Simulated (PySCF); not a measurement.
AlBH4NO, Al2H3N2, AlBClH3N, AlH4N2Si and others (calculated)

Calculation on a computer-drawn molecule: optimised geometry and harmonic frequencies of an isolated molecule of the commonest isotopes, restricted reference for singlets and unrestricted otherwise, frozen core in MP2. Program: PySCF 2.14.0.

(1) AlBH4NO

Start structure:
```xyz
8
AlBH4NO
N     -0.3324    -0.1640    -2.2642
Al     0.9285     0.6303    -1.3338
B      1.8840     1.9783    -0.1927
O      0.7040     2.5089    -0.4318
H     -1.2015     0.1780    -2.4464
H     -0.1933    -1.0547    -2.7377
H      2.7945     2.3788     0.4613
H      0.4339     3.3792    -0.0519
```

It was run with charge 1, multiplicity 1, method HF and basis cc-pV(D+d)Z.

Results for AlBH4NO: rotational constants 36.34, 2.27, 2.136 GHz; total energy -398.0805 hartree; convergence status largest gradient component 4.032e-05 hartree/bohr.

Drawn bonds:
| atom | other atom | order |
| --- | --- | --- |
| 1 | 2 | 1 |
| 2 | 3 | 1 |
| 3 | 4 | 1 |
| 1 | 5 | 1 |
| 1 | 6 | 1 |
| 3 | 7 | 1 |
| 4 | 8 | 1 |

Optimised structure:
```xyz
8
AlBH4NO
N     -0.3266    -0.4655    -2.4454
Al     0.4951     0.6908    -1.4719
B      1.5240     2.1820    -0.2294
O      0.7610     3.2308     0.0128
H     -1.2584    -0.3636    -2.8146
H      0.0437    -1.3549    -2.7395
H      2.6385     1.9937     0.1428
H      1.1404     3.9215     0.5479
```

Modes:
| frequency (cm⁻¹) | reduced mass (dalton) |
| --- | --- |
| 59.07 | 1.078 |
| 100.2 | 4.216 |
| 145.5 | 4.219 |
| 269.4 | 6.955 |
| 486 | 3.684 |
| 544.3 | 1.232 |
| 617.2 | 1.21 |
| 665 | 1.273 |
| 915.5 | 1.353 |
| 956.2 | 7.296 |
| 1015 | 1.019 |
| 1227 | 1.384 |
| 1429 | 7.461 |
| 1652 | 1.102 |
| 2795 | 1.1 |
| 3735 | 1.053 |
| 3811 | 1.093 |
| 4062 | 1.066 |

(2) Al2H3N2

Start structure:
```xyz
7
Al2H3N2
N     -0.3411    -0.8216     1.7303
Al     1.1337    -0.0553     1.2605
N      2.6468     0.6510     0.7908
Al     3.9608     1.8011     0.4759
H     -0.6309    -1.7791     1.6328
H     -1.1258    -0.3134     2.1933
H      4.9945     2.8384     0.2399
```

Here we set charge 1, multiplicity 1, method HF and basis cc-pV(D+d)Z.

The calculation gives: rotational constants 371.2, 1.584, 1.577 GHz; total energy -594.3094 hartree; convergence status largest gradient component 3.099e-05 hartree/bohr.

Drawn bonds:
| atom | other atom | order |
| --- | --- | --- |
| 1 | 2 | 1 |
| 2 | 3 | 1 |
| 3 | 4 | 2 |
| 1 | 5 | 1 |
| 1 | 6 | 1 |
| 4 | 7 | 1 |

Optimised structure:
```xyz
7
Al2H3N2
N     -0.3120    -0.8146     1.7215
Al     1.1046     0.0720     1.3105
N      2.4755     0.9293     0.9120
Al     3.8389     1.7827     0.5147
H     -0.4501    -1.7956     1.5511
H     -1.1262    -0.4303     2.1684
H      5.1072     2.5776     0.1452
```

Modes:
| frequency (cm⁻¹) | reduced mass (dalton) |
| --- | --- |
| 81.62 | 5.237 |
| 85.97 | 4.6 |
| 208.6 | 5.406 |
| 237.1 | 9.103 |
| 443.5 | 1.218 |
| 473.6 | 1.196 |
| 474.2 | 1.195 |
| 546.1 | 9.044 |
| 711.7 | 1.26 |
| 968.1 | 8.485 |
| 1372 | 13.83 |
| 1652 | 1.1 |
| 2164 | 1.052 |
| 3758 | 1.052 |
| 3839 | 1.094 |

(3) AlBClH3N

Start structure:
```xyz
7
AlBClH3N
N     -1.3786     1.8277     0.3339
Al    -2.0191     0.0758     0.3263
B     -2.6476    -1.3603    -0.9516
Cl    -3.0195    -1.7964    -2.5315
H     -1.1393     2.1554     1.1877
H     -1.2365     2.4337    -0.3957
H     -2.0070    -0.4183     1.8657
```

Settings of this run: charge 0, multiplicity 2, method HF and basis cc-pV(D+d)Z.

The calculation gives: rotational constants 17.63, 1.47, 1.377 GHz; total energy -782.3193 hartree; spin squared 0.765; convergence status largest gradient component 1.619e-05 hartree/bohr.

Drawn bonds:
| atom | other atom | order |
| --- | --- | --- |
| 1 | 2 | 1 |
| 2 | 3 | 1 |
| 3 | 4 | 1 |
| 1 | 5 | 1 |
| 1 | 6 | 1 |
| 2 | 7 | 1 |

Optimised structure:
```xyz
7
AlBClH3N
N     -1.4094     1.7277     0.3469
Al    -1.9809     0.0670     0.5204
B     -2.2089    -1.1460    -1.1773
Cl    -3.2621    -1.7350    -2.4229
H     -1.1763     2.3278     1.1164
H     -1.2556     2.2173    -0.5146
H     -2.1546    -0.5412     1.9660
```

Modes:
| frequency (cm⁻¹) | reduced mass (dalton) |
| --- | --- |
| 85.63 | 5.825 |
| 116.2 | 4.355 |
| 221.9 | 5.478 |
| 345.7 | 1.276 |
| 396.3 | 7.328 |
| 446.6 | 1.258 |
| 530.2 | 1.137 |
| 589.3 | 1.09 |
| 775.5 | 1.3 |
| 841.3 | 6.186 |
| 1029 | 11.41 |
| 1676 | 1.109 |
| 1996 | 1.043 |
| 3777 | 1.052 |
| 3859 | 1.093 |

(4) Al2H3N2

Start structure:
```xyz
7
Al2H3N2
N     -1.2004     2.4222    -1.2516
Al    -1.6249     1.1881    -0.1183
N     -1.9459     0.0106     1.1196
Al    -2.8937    -0.9047     2.1910
H     -0.2521     2.5005    -1.7019
H     -1.7706     3.1544    -1.6384
H     -3.7222    -1.7142     3.2359
```

It was run with charge 1, multiplicity 1, method HF and basis cc-pV(D+d)Z.

The calculation gives: rotational constants 371.2, 1.584, 1.577 GHz; total energy -594.3094 hartree; convergence status largest gradient component 2.194e-05 hartree/bohr.

Drawn bonds:
| atom | other atom | order |
| --- | --- | --- |
| 1 | 2 | 1 |
| 2 | 3 | 2 |
| 3 | 4 | 1 |
| 1 | 5 | 1 |
| 1 | 6 | 1 |
| 4 | 7 | 1 |

Optimised structure:
```xyz
7
Al2H3N2
N     -1.1371     2.3831    -1.2526
Al    -1.7399     1.2748    -0.0823
N     -2.3224     0.2019     1.0504
Al    -2.9014    -0.8621     2.1808
H     -0.2030     2.3817    -1.6238
H     -1.6659     3.1297    -1.6690
H     -3.4401    -1.8521     3.2328
```

Modes:
| frequency (cm⁻¹) | reduced mass (dalton) |
| --- | --- |
| 81.66 | 5.239 |
| 86.01 | 4.599 |
| 208.7 | 5.406 |
| 237.1 | 9.108 |
| 443.8 | 1.218 |
| 473.6 | 1.196 |
| 474.3 | 1.195 |
| 546.1 | 9.044 |
| 711.7 | 1.26 |
| 968.1 | 8.485 |
| 1372 | 13.83 |
| 1652 | 1.1 |
| 2164 | 1.052 |
| 3757 | 1.052 |
| 3838 | 1.094 |

(5) AlH4N2Si

Start structure:
```xyz
8
AlH4N2Si
N      0.6004     0.9941     1.6728
Al    -0.0425     0.9065    -0.0402
N     -0.5159     0.8875    -1.6211
Si    -1.3187     0.7060    -3.0662
H      0.0802     0.7290     2.4949
H      1.5173     1.3964     1.8743
H     -2.7218     0.1276    -3.2277
H     -0.6648     1.1465    -4.2558
```

It was run with charge 1, multiplicity 1, method HF and basis cc-pV(D+d)Z.

Results for AlH4N2Si: rotational constants 113.8, 1.589, 1.567 GHz; total energy -641.9001 hartree; convergence status largest gradient component 2.397e-05 hartree/bohr.

Drawn bonds:
| atom | other atom | order |
| --- | --- | --- |
| 1 | 2 | 1 |
| 2 | 3 | 2 |
| 3 | 4 | 1 |
| 1 | 5 | 1 |
| 1 | 6 | 1 |
| 4 | 7 | 1 |
| 4 | 8 | 1 |

Optimised structure:
```xyz
8
AlH4N2Si
N      0.5943     1.0229     1.5799
Al    -0.0632     0.9144    -0.0009
N     -0.7016     0.8096    -1.5362
Si    -1.3087     0.7092    -2.9969
H      0.1269     0.7335     2.4219
H      1.5054     1.3852     1.8036
H     -2.6394     0.1578    -3.2575
H     -0.5795     1.1610    -4.1829
```

Modes:
| frequency (cm⁻¹) | reduced mass (dalton) |
| --- | --- |
| 90.93 | 3.892 |
| 100.9 | 5.653 |
| 107.6 | 1.008 |
| 199.7 | 5.181 |
| 254.5 | 10.69 |
| 463.8 | 1.215 |
| 555.6 | 7.574 |
| 718.3 | 1.255 |
| 751.3 | 1.242 |
| 794.9 | 1.185 |
| 990.3 | 5.777 |
| 1081 | 1.128 |
| 1454 | 14.49 |
| 1650 | 1.099 |
| 2408 | 1.029 |
| 2429 | 1.058 |
| 3752 | 1.052 |
| 3834 | 1.094 |

(6) Al2H2NO

Start structure:
```xyz
6
Al2H2NO
N     -0.1062    -0.7095    -1.8003
Al    -0.2488     0.4272    -0.4474
O     -0.3149     1.5372     0.8210
Al    -0.4991     2.6238     2.0144
H      0.6995    -0.4889    -2.3007
H     -1.6434     2.5206     3.1154
```

It was run with charge 0, multiplicity 2, method HF and basis cc-pV(D+d)Z.

Results for Al2H2NO: rotational constants 263.6, 1.693, 1.682 GHz; total energy -614.3464 hartree; spin squared 0.7565; convergence status largest gradient component 4.19e-05 hartree/bohr.

Drawn bonds:
| atom | other atom | order |
| --- | --- | --- |
| 1 | 2 | 2 |
| 2 | 3 | 1 |
| 3 | 4 | 1 |
| 1 | 5 | 1 |
| 4 | 6 | 1 |

Optimised structure:
```xyz
6
Al2H2NO
N      0.1863    -0.3747    -1.6976
Al    -0.0558     0.5968    -0.4656
O     -0.2951     1.6180     0.8155
Al    -0.5222     2.6790     2.1227
H      0.3254    -0.9857    -2.4627
H     -1.7515     2.3770     3.0902
```

Modes:
| frequency (cm⁻¹) | reduced mass (dalton) |
| --- | --- |
| 70.26 | 6.492 |
| 79.18 | 11.3 |
| 198.3 | 7.598 |
| 212.3 | 8.363 |
| 412.4 | 1.16 |
| 420 | 1.186 |
| 496.5 | 9.075 |
| 658.3 | 1.223 |
| 1054 | 12.96 |
| 1328 | 11.41 |
| 1894 | 1.044 |
| 4014 | 1.087 |

(7) BClHO2

Start structure:
```xyz
5
BClHO2
O      1.3713    -3.2966     1.5292
B      0.8518    -2.2550     1.3169
O      1.4364    -0.9198     1.3960
Cl    -1.0475    -1.9881     1.0723
H      2.3725    -0.9705     1.4830
```

Settings of this run: charge -1, multiplicity 1, method HF and basis aug-cc-pV(D+d)Z.

Results for BClHO2: rotational constants 10.53, 4.493, 3.149 GHz; total energy -634.7040 hartree; convergence status largest gradient component 6.021e-06 hartree/bohr.

Drawn bonds:
| atom | other atom | order |
| --- | --- | --- |
| 1 | 2 | 1 |
| 2 | 3 | 1 |
| 2 | 4 | 1 |
| 3 | 5 | 1 |

Optimised structure:
```xyz
5
BClHO2
O      1.4025    -3.3191     1.5117
B      0.8629    -2.1966     1.3601
O      1.4171    -0.9071     1.3569
Cl    -1.0401    -1.9831     1.0694
H      2.3421    -1.0241     1.4992
```

Modes:
| frequency (cm⁻¹) | reduced mass (dalton) |
| --- | --- |
| 341.8 | 11.21 |
| 382.1 | 15.56 |
| 504.5 | 1.217 |
| 552 | 4.287 |
| 689.9 | 5.455 |
| 1024 | 11.29 |
| 1203 | 1.311 |
| 1717 | 11.45 |
| 4173 | 1.065 |

(8) BClHO2

Start structure:
```xyz
5
BClHO2
O      1.4025    -3.3191     1.5117
B      0.8629    -2.1966     1.3601
O      1.4171    -0.9071     1.3569
Cl    -1.0401    -1.9831     1.0694
H      2.3421    -1.0241     1.4992
```

Here we set charge -1, multiplicity 1, method MP2 and basis aug-cc-pV(D+d)Z.

It finds rotational constants 10.07, 4.517, 3.118 GHz; total energy -635.3506 hartree; convergence status largest gradient component 7.91e-06 hartree/bohr.

Drawn bonds:
| atom | other atom | order |
| --- | --- | --- |
| 1 | 2 | 1 |
| 2 | 3 | 1 |
| 2 | 4 | 1 |
| 3 | 5 | 1 |

Optimised structure:
```xyz
5
BClHO2
O      1.4159    -3.3443     1.5153
B      0.8443    -2.2002     1.3577
O      1.4072    -0.8738     1.3533
Cl    -1.0335    -1.9788     1.0700
H      2.3507    -1.0329     1.5010
```

Modes:
| frequency (cm⁻¹) | reduced mass (dalton) |
| --- | --- |
| 323.3 | 11.25 |
| 374.9 | 12.12 |
| 493.7 | 1.271 |
| 534.6 | 4.784 |
| 622.9 | 4.578 |
| 925.4 | 8.908 |
| 1115 | 1.346 |
| 1557 | 11.23 |
| 3816 | 1.064 |
